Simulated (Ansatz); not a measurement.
Geometry optimisation of ClH₂InO₂, SMILES `[OH][In]([OH])[Cl]`.

```yaml
crystal:
  periodic: [false, false, false]
  atoms:
    - {symbol: O, position_ang: [-0.645170, 1.477531, -0.894013]}
    - {symbol: In, position_ang: [-0.213100, -0.394983, -0.279427]}
    - {symbol: O, position_ang: [0.967249, -0.966557, 1.253854]}
    - {symbol: Cl, position_ang: [-1.210063, -2.128167, -1.504985]}
    - {symbol: H, position_ang: [-0.213012, 2.125081, -0.301842]}
    - {symbol: H, position_ang: [1.356196, -0.176806, 1.680312]}
basis:
  gaussian: {orbitals: def2-TZVP}
hamiltonian: {xc: pbe0, dispersion: d4}
relax: {f_tol: 0.005, max_steps: 150}
```

```sh
$ ansatz run in.yaml --threads 2 --pin off --events-out ev --progress --plain
```

Shortened log:

```
Functional definition: PBE0
mean field -21819.02936055 eV, -801.8345395309 hartree, gradient 6.6e-5 eV, S^2 0.000000; 0 other end points of the search recorded, 0 dependent functions left out
relax step   1: F+E_penalty+E_count = -21819.12573065 eV  Δ(F+E_penalty+E_count) = +0.000e0 eV  max|allowed force component| = 1.016e0 eV/Å  Δτ_max = 0.0000 Å  (27 SCF iters, accepted)
mean field -21819.10577982 eV, -801.8373478874 hartree, gradient 1.9e-5 eV, S^2 0.000000; 0 other end points of the search recorded, 0 dependent functions left out
relax step   2: F+E_penalty+E_count = -21819.20359586 eV  Δ(F+E_penalty+E_count) = -7.787e-2 eV  max|allowed force component| = 3.297e-1 eV/Å  Δτ_max = 0.0605 Å  (31 SCF iters, accepted)
mean field -21819.11125234 eV, -801.8375489989 hartree, gradient 1.9e-5 eV, S^2 0.000000; 0 other end points of the search recorded, 0 dependent functions left out
relax step   3: F+E_penalty+E_count = -21819.20911385 eV  Δ(F+E_penalty+E_count) = -5.518e-3 eV  max|allowed force component| = 1.891e-2 eV/Å  Δτ_max = 0.0217 Å  (32 SCF iters, accepted)
mean field -21819.11130526 eV, -801.8375509435 hartree, gradient 1.9e-5 eV, S^2 0.000000; 0 other end points of the search recorded, 0 dependent functions left out
relax step   4: F+E_penalty+E_count = -21819.20920371 eV  Δ(F+E_penalty+E_count) = -8.986e-5 eV  max|allowed force component| = 2.840e-3 eV/Å  Δτ_max = 0.0043 Å  (32 SCF iters, accepted)
mean field -21819.11130526 eV, -801.8375509435 hartree, gradient 1.9e-5 eV, S^2 0.000000; 1 other end points of the search recorded, 0 dependent functions left out
Total energy: -21819.20924765 eV, -801.8411502600 hartree
Atom 0 at    -0.614669     1.434997    -0.830264 Å, force     0.000779     0.002840     0.002217 eV/Å
Atom 1 at    -0.230838    -0.424886    -0.300548 Å, force    -0.000737    -0.001228    -0.000918 eV/Å
Atom 2 at     0.947021    -0.902054     1.206782 Å, force     0.002244     0.002484     0.001547 eV/Å
Atom 3 at    -1.203966    -2.119400    -1.498699 Å, force     0.000538     0.000896     0.000658 eV/Å
Atom 4 at    -0.172387     2.082332    -0.274854 Å, force    -0.000633    -0.002689    -0.002098 eV/Å
Atom 5 at     1.316940    -0.134891     1.651482 Å, force    -0.002191    -0.002302    -0.001406 eV/Å
Dipole moment:     0.283956     0.494482     0.349653 e Å
```

Hardware: 2 threads of a server CPU on a shared host. Wall time 7.5 s, peak host memory 0.39 GiB.
